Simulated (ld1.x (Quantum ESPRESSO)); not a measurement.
# Which change was made? (Tc, TM)

- Element: Tc (Z = 43)
- Generator: ld1.x (Quantum ESPRESSO) 7.5
- Type: norm-conserving Troullier–Martins (Kleinman–Bylander form)
- Functional: LDA (PZ)
- Relativity: scalar-relativistic
- Frozen core: [Kr]
- Valence charge: 7
- Reference configuration: 4d5 5s1.75 5p0.25
- Partial waves: 5s (bound): rc 2.50 bohr; 4d (bound): rc 2.00 bohr; 5p (bound): rc 2.45 bohr
- Local potential: the p channel
- Core correction: Bessel-smoothed model core inside 1.05 bohr

Cutoffs, loose and tight: the cutoffs (Ry, on a coarse ladder) from which the occupation-weighted sum of valence levels, in a spherical-Bessel basis at the reference potential, stays within 10 and 1 mRy of its value at 400 Ry. They do not see the model core or the augmentation charge, which bear on the density cutoff. Test errors are all-electron minus pseudo excitation energies from the reference, over the configurations 4d5 5s2 5p0; 4d5 5s1 5p0; 4d5 5s0 5p0; 4d3 5s0 5p0; 4d5 5s0 5p2; 4d5.5 5s1.5 5p0; 4d4 5s2 5p1 (two spin-polarised tests are not counted in the largest error); variants that change the core or the reference have their own tests. The largest error is taken over the tests solved by every variant that gives reliable tests at all, those not shown here included: 4d3 5s0 5p0; 4d5 5s0 5p0; 4d5 5s0 5p2; 4d5 5s1 5p0; 4d5 5s2 5p0; 4d5.5 5s1.5 5p0.

The base gives: outcome: generated; cutoff, loose: 40 Ry; cutoff, tight: 50 Ry; bound ghosts: s; largest test error (meV): -1109.

(1) After one change the result is: outcome: failed: run_pseudo: Errors in PS-KS equation. Which change was it?
A. wave 5p (bound): rc 2.45 bohr becomes 5p (bound): rc 3.02 bohr
B. core [Ar] 3d10 4s2, valence charge 13; reference 4p6 4d5 5s2 5p0; waves now 5s (bound): rc 2.75 bohr; 4p (bound): rc 1.55 bohr; 4d (bound): rc 2.05 bohr; local potential all-electron potential smoothed inside 1.40 bohr (lloc = -1); core correction none
C. type ultrasoft; waves now 5s (bound): rcut 2.15, rcutus 2.50 bohr; 5s channel at 2.8 Ry: rcut 2.15, rcutus 2.50 bohr; 5p (bound): rcut 2.15, rcutus 2.45 bohr; 5p channel at 3.45 Ry: rcut 2.15, rcutus 2.45 bohr; 4d (bound): rcut 1.75, rcutus 2.00 bohr; 4d channel at -0.15 Ry: rcut 1.75, rcutus 2.00 bohr; local potential all-electron potential smoothed inside 2.15 bohr (lloc = -1); augmentation PSQ, inside the norm-conserving radii

Answers

(1) C. The others give: wave 5p (bound): rc 2.45 bohr becomes 5p (bound): rc 3.02 bohr → outcome: generated; cutoff, loose: 40 Ry; cutoff, tight: 50 Ry; bound ghosts: none; largest test error (meV): -1137 | core [Ar] 3d10 4s2, valence charge 13; reference 4p6 4d5 5s2 5p0; waves now 5s (bound): rc 2.75 bohr; 4p (bound): rc 1.55 bohr; 4d (bound): rc 2.05 bohr; local potential all-electron potential smoothed inside 1.40 bohr (lloc = -1); core correction none → outcome: generated; cutoff, loose: 50 Ry; cutoff, tight: 90 Ry; bound ghosts: s; largest test error (meV): -75.
